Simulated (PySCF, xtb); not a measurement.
B(I)3 anion (BI₃), SMILES IB(I)I (connectivity only; charge and spin as stated), charge -1, multiplicity 2.

Harmonic wavenumbers (cm⁻¹) from GFN2-xTB in xtb at its own minimum, in rising order: 92, 92, 143, 346, 495, 495.

What does PBE0-D3(BJ)/def2-SVPD (PySCF 2.14.0) give at its own minimum? (Estimate from the structure and the level; the computed values follow.)

90, 90, 141, 318, 551, 551. Paired by order, the mean absolute difference is 24 cm⁻¹ and the zero-point energies are 2.4 and 2.5 kcal/mol.
